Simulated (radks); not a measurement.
Pd II, configuration [Kr] 4d9.

All-electron calculation, scalar-relativistic Kohn-Sham, exchange-only LDA, spin-polarised, spherical densities, point nucleus; open shells are filled with parallel spins first (spin-orbit coupling, left out, can overturn this in heavy ions). Program: a radial shooting solver on a logarithmic mesh with Libxc functionals.

Energy parts (hartree):
total: -5036.49081
kinetic: 5225.97099
electron-nucleus: -12164.17428
Hartree: 2036.08999
exchange: -134.37751

Orbitals (lengths in bohr, moments of r in powers of bohr; <r^-3> diverges for s and p1/2):
orbital	occ.	eigenvalue (hartree)	<r^-3>	<r^4>
1s up	1	-887.2915	-	4.899e-06
1s down	1	-887.2915	-	4.899e-06
2s up	1	-129.8781	-	0.0008781
2s down	1	-129.8720	-	0.0008780
2p up	3	-116.5546	3500	0.0006283
2p down	3	-116.5499	3500	0.0006282
3s up	1	-23.69189	-	0.04197
3s down	1	-23.68753	-	0.04195
3p up	3	-19.31347	617.2	0.04508
3p down	3	-19.30872	617.3	0.04504
3d up	5	-12.33689	84.06	0.04414
3d down	5	-12.33062	84.07	0.04408
4s up	1	-3.51568	-	1.556
4s down	1	-3.48860	-	1.553
4p up	3	-2.26133	100.6	2.469
4p down	3	-2.23324	100.8	2.470
4d up	5	-0.50923	7.451	14.96
4d down	4	-0.48227	7.397	15.84

The highest occupied level is 4d down at -13.123 eV. Spin moment in Bohr magnetons: 1.
